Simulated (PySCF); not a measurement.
Species: CH9BNP.
Cartesian coordinates in Å at the PBE0-D3(BJ)/def2-SVP level; atoms count from 1:
```
atom  x, y, z in Å
C1     0.134    1.504   -0.478
B2     0.132    0.200    0.460
N3    -1.115   -0.759   -0.018
P4     1.713   -1.007    0.414
H5    -0.804    2.089   -0.420
H6     0.316    1.275   -1.545
H7     0.942    2.185   -0.167
H8    -0.112    0.420    1.643
H9    -1.130   -1.620    0.531
H10   -1.031   -1.021   -1.003
H11   -2.010   -0.281    0.101
H12    2.270   -0.653   -0.858
H13    2.594   -0.164    1.150
```

Computed at PBE0/pcSseg-1 (PySCF, non-relativistic), with Q(11B) = 0.04059 b, Q(14N) = 0.02044 b: B2, 11B (I = 3/2): χzz = 2.246 MHz, η = 0.521; N3, 14N (I = 1): χzz = -2.234 MHz, η = 0.057.

Where would the pure quadrupole (NQR) lines of 11B at B2 fall for the rigid, isolated species?

From ν = (|χ|/2)√(1 + η²/3): ν = 1.173 MHz (four-coordinate boron).

Where would the pure quadrupole (NQR) lines of 14N at N3 fall for the rigid, isolated species?

From ν± = (3/4)|χ|(1 ± η/3) and ν0 = |χ|η/2: ν+ 1.707 MHz, ν− 1.644 MHz, ν0 0.064 MHz (nitrogen bonded to B and 3 H).

In a crystal, neighbours and librations shift these lines. With so small a basis the couplings can be 20 % off.

One conformer stands for the species.
